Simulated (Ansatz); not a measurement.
`C[O][Mo]([Cl])([Cl])([Cl])([Cl])[O]C`, one more setting.

```yaml
crystal:
  periodic: [false, false, false]
  atoms:
    - {symbol: C, position_ang: [0.122812, -1.058824, 2.584907]}
    - {symbol: O, position_ang: [-0.095355, -0.792366, 1.236973]}
    - {symbol: Mo, position_ang: [-0.269196, 0.594163, 0.082050]}
    - {symbol: Cl, position_ang: [-2.257532, -0.113971, -0.900447]}
    - {symbol: Cl, position_ang: [1.681660, 1.386469, 1.075926]}
    - {symbol: Cl, position_ang: [-0.292116, 2.598052, -1.081563]}
    - {symbol: Cl, position_ang: [-1.611835, 1.626057, 1.663887]}
    - {symbol: O, position_ang: [0.519818, -0.156563, -1.367251]}
    - {symbol: C, position_ang: [0.436602, -0.180330, -2.755761]}
    - {symbol: H, position_ang: [1.096173, -0.637705, 2.863479]}
    - {symbol: H, position_ang: [0.115334, -2.139208, 2.736824]}
    - {symbol: H, position_ang: [-0.663970, -0.573682, 3.172522]}
    - {symbol: H, position_ang: [-0.551935, -0.565622, -3.032698]}
    - {symbol: H, position_ang: [1.223103, -0.828391, -3.145397]}
    - {symbol: H, position_ang: [0.546426, 0.841921, -3.133441]}
basis:
  gaussian: {orbitals: def2-TZVP}
hamiltonian: {xc: {name: r2SCANh}}
```

```sh
$ ansatz run in.yaml --threads 4 --pin off --events-out ev --progress --plain --max-ram 46080MiB --backend cuda --devices 0, --max-vram 37GiB
```

It prints (some lines left out):

```
Functional definition: r2SCANh
2258 factors; their error is unknown
mean field evaluation 1: about -58200.1404 eV, gradient 8.9e1 eV
mean field evaluation 2: about -57890.2190 eV, gradient 3.7e2 eV
mean field evaluation 4: about -58214.2565 eV, gradient 2.7e1 eV
mean field evaluation 8: about -58215.6268 eV, gradient 5.7e-1 eV
mean field evaluation 16: about -58215.6906 eV, gradient 1.2e-2 eV
mean field -58215.69058642 eV, -2139.3871690386 hartree, gradient 5.7e-5 eV, S^2 0.000000; 0 other end points of the search recorded, 0 dependent functions left out
reference -58215.69060370 eV, -2139.3871696737 hartree; 58, 58 occupied and 290, 290 virtual orbitals, 2258 factors
Total energy: -58215.69060370 eV, -2139.3871696737 hartree
```

Hardware: 4 threads of an AMD EPYC 7R13 on a shared host and a share of an NVIDIA H100 80 GB. Wall time 2.8 s, peak host memory 0.97 GiB.
